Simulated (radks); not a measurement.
Results of a calculation; reference values are marked as such.
All-electron atom: Pb+ in [Xe] 4f12 5d10 6s2 6p3 (not the ground configuration). Code: a radial shooting solver on a logarithmic mesh with Libxc functionals. Model: scalar-relativistic Kohn-Sham, BLYP, spin-polarised, spherical densities, point nucleus; open shells are filled with parallel spins first (spin-orbit coupling, left out, can overturn this in heavy ions). Some entries of the table are withheld. Estimate them.

orbital,occ.,eigenvalue (eV),r(max) (bohr),<r> (bohr)
1s up,1,-88196.33,0.009837,0.01604
1s down,1,-88196.27,0.009837,0.01604
2s up,1,-15818.58,0.05714,0.06759
2s down,1,-15818.49,0.05714,0.06759
2p up,3,-13573.41,0.04761,0.06144
2p down,3,-13573.31,0.04761,0.06144
3s up,1,-3842.243,0.1612,0.1745
3s down,1,-3840.431,0.1611,0.1745
3p up,3,-3198.722,0.1613,0.1765
3p down,3,-3196.861,0.1613,0.1764
3d up,5,-2542.625,0.1315,0.1600
3d down,5,-2541.188,0.1314,0.1599
4s up,1,-908.2391,0.3613,0.3823
4s down,1,-905.2868,0.3614,0.3824
4p up,3,-695.8628,0.3810,0.4071
4p down,3,-693.0501,0.3811,0.4073
4d up,5,-450.8881,0.3861,0.4258
4d down,5,-448.1519,0.3862,0.4262
4f up,7,-181.4742,0.3446,0.4391
4f down,5,-178.6216,0.3449,0.4402
5s up,1,-173.2018,0.7739,0.8301
5s down,1,-172.1955,0.7753,0.8318
5p up,3,(1),0.8587,0.9399
5p down,3,(2),0.8606,0.9414
5d up,5,-41.6781,1.014,1.191
5d down,5,-41.0272,1.016,1.186
6s up,1,-24.7159,1.824,2.065
6s down,1,-23.1689,1.808,2.056
6p up,3,-13.3487,2.271,2.642
6p down,0,-11.7383,2.270,2.701

Answer. 
(1) 5p up eigenvalue (eV): -111.5420
(2) 5p down eigenvalue (eV): -110.7964
